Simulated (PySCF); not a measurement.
Structure with atom numbers: `[CH2:1]=[CH:2][S:3][SiH3:4]` (H(Xn): hydrogen on atom n). Ha(C1) is cis to S3; Hb(C1) is trans to S3.

Geometry: PBE0-D3(BJ)/def2-SVP; GIAO shifts from PySCF, gas phase, non-relativistic, averaged over equivalent atoms.

At PBE0/cc-pVDZ (94 basis functions, 6.7 s wall time on 1 thread of an Arm Neoverse V1, shared host):
| atoms | δ (ppm) |
| --- | --- |
| C2 | 132.8 |
| C1 | 112.8 |
| S3 | -97.6 |
| Si4 | -51.5 |
| H(C2) | 6.24 |
| Hb(C1) | 5.32 |
| Ha(C1) | 5.08 |
| H(Si4) | 4.55 |

Shifts are taken against calculated references (same method and geometry level): 13C (σ = 196.75 ppm), 29Si (σ = 418.61 ppm), 1H (σ = 31.29 ppm) against TMS; 33S (σ = 548.96 ppm) vs CS2.

Problem. Predict the values at LDA/pcSseg-2 on the same geometry.

Solution. 
| atoms | δ at LDA/pcSseg-2 | change |
| --- | --- | --- |
| C2 | 149.0 | +16.2 |
| C1 | 123.1 | +10.3 |
| S3 | -49.3 | +48.3 |
| Si4 | -73.2 | -21.7 |
| H(C2) | 6.86 | +0.62 |
| Hb(C1) | 5.51 | +0.19 |
| Ha(C1) | 5.27 | +0.19 |
| H(Si4) | 4.87 | +0.32 |

Chemical shifts δ = σref − σ; TMS for 13C (σref 180.28) and 29Si (σref 303.06) and 1H (σref 30.77); CS2 for 33S (σref 483.79), all at this level.

The largest change is at S3 (sulfur bonded to C, Si). Cost: 242 basis functions, 30 s wall time on 1 thread of an Arm Neoverse V1, shared host.
